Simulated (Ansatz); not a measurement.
Geometry optimisation, RKS BHLYP/STO-3G in Ansatz 0.2.0.

Input:

```yaml
crystal:
  periodic: [false, false, false]
  atoms:
    - { symbol: "N", position_ang: [-1.2567, 1.0863, 1.2137] }
    - { symbol: C, position_ang: [-0.3881, 0.3129, 0.5441] }
    - { symbol: C, position_ang: [-0.5999, -1.0187, 0.5073] }
    - { symbol: Si, position_ang: [0.5033, -2.3624, -0.2256] }
    - { symbol: Si, position_ang: [1.1087, 1.2263, -0.297] }
    - { symbol: S, position_ang: [0.2704, 3.0581, -1.0979] }
    - { symbol: H, position_ang: [-1.3366, 2.0849, 0.8372] }
    - { symbol: H, position_ang: [-2.1841, 0.7295, 1.3265] }
    - { symbol: H, position_ang: [-1.429, -1.4178, 1.0706] }
    - { symbol: H, position_ang: [0.3338, -2.3012, -1.6769] }
    - { symbol: H, position_ang: [1.8419, -2.2258, 0.1939] }
    - { symbol: H, position_ang: [-0.0639, -3.6776, 0.2574] }
    - { symbol: H, position_ang: [2.0891, 1.5947, 0.7169] }
    - { symbol: H, position_ang: [1.6371, 0.4455, -1.3815] }
    - { symbol: H, position_ang: [-0.548, 2.4146, -1.9593] }
basis:
  gaussian: { orbitals: STO-3G }
hamiltonian:
  xc: { name: BHLYP }
relax:
  f_tol: 0.02
  max_steps: 40
scf:
  lower_state_search: "off"
```

Command:

```bash
$ ansatz run input.yaml --threads 1 --pin off --max-ram 2048MiB --backend cpu --events-out ev --progress --plain --runs-dir out
```

Task: Where does it end, and by what steps?

Result: The forces met the threshold. Limits of this set-up: minimal basis. After 10 steps the energy has fallen by 0.661 eV; H15 moved furthest, 0.24 Å.

```tsv
step	energy less start (eV)	largest force component (eV/Å)	accepted
0	0.0000	6.146	yes
1	-0.5203	1.097	yes
2	-0.5786	1.126	yes
3	-0.6312	0.482	yes
4	-0.6530	0.160	yes
5	-0.6584	0.174	yes
6	-0.6599	0.090	yes
7	-0.6606	0.049	yes
8	-0.6612	0.029	yes
9	-0.6613	0.024	yes
10	-0.6614	0.018	yes
```

```xyz
15
Properties=species:S:1:pos:R:3
N -1.273 1.170 1.252
C -0.407 0.271 0.524
C -0.593 -1.052 0.547
Si 0.485 -2.344 -0.212
Si 1.008 1.179 -0.302
S 0.288 3.057 -0.975
H -1.386 2.069 0.737
H -2.212 0.756 1.409
H -1.470 -1.412 1.084
H 0.360 -2.352 -1.641
H 1.864 -2.122 0.105
H 0.100 -3.631 0.281
H 2.060 1.426 0.640
H 1.516 0.391 -1.387
H -0.364 2.545 -2.033
```

Run time: 100 s on 1 thread of Intel(R) Xeon(R) Processor @ 2.50GHz (Skylake/Cascade Lake) (shared host), peak memory 0.15 GiB.
